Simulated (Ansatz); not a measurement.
Ligand exchange: CH5InS + SiH2(OH)(SiH3) → InH2(SH) + SiH(CH3)(OH)(SiH3)

Gas-phase species: CH5InS `C[S][InH2]`, singlet; SiH2(OH)(SiH3) (disilanol), singlet; InH2(SH), singlet; SiH(CH3)(OH)(SiH3), singlet. The partners trade CH3 for H: S–CH3 and Si–H bonds give way to S–H and Si–CH3.

Shapes, held fixed at every level: PBE0-D4/def2-TZVP. Flexible molecules stand in one conformer, not always the lowest. Programs: Ansatz 0.2.0. The zero-point and thermal change to 298 K, harmonic and unscaled (PBE0-D4/def2-TZVP), is -2.3 kJ/mol.

| level | kind | ΔH(298 K) (kJ/mol) | less CCSD(T)/def2-TZVPP |
| --- | --- | --- | --- |
| HF/def2-SVP | Hartree–Fock | -76.4 | -3.2 |
| PBE-D4/def2-TZVPP | GGA | -68.0 | +5.2 |
| B3LYP-D4/def2-TZVPP | global hybrid | -70.2 | +3.0 |
| B2PLYP/def2-TZVPP | double hybrid | -70.9 | +2.3 |
| MP2/def2-TZVPP | perturbation theory | -73.7 | -0.5 |
| CCSD(T)/def2-SVP | coupled cluster or CI | -71.9 | +1.3 |
| CCSD/def2-SVP | coupled cluster or CI | -73.4 | -0.2 |
| CCSD(T)/def2-TZVPP | coupled cluster or CI | -73.2 | 0.0 |

The highest level, CCSD(T)/def2-TZVPP, gives ΔH(298 K) = -73.2 kJ/mol; the levels span -76.4 to -68.0. The column of differences is taken from that level and isn't an error. No measured value is set beside it here. For atoms past krypton def2 sets carry core potentials with scalar relativity. Outer-core shells of In are correlated, in sets that cover them unevenly.
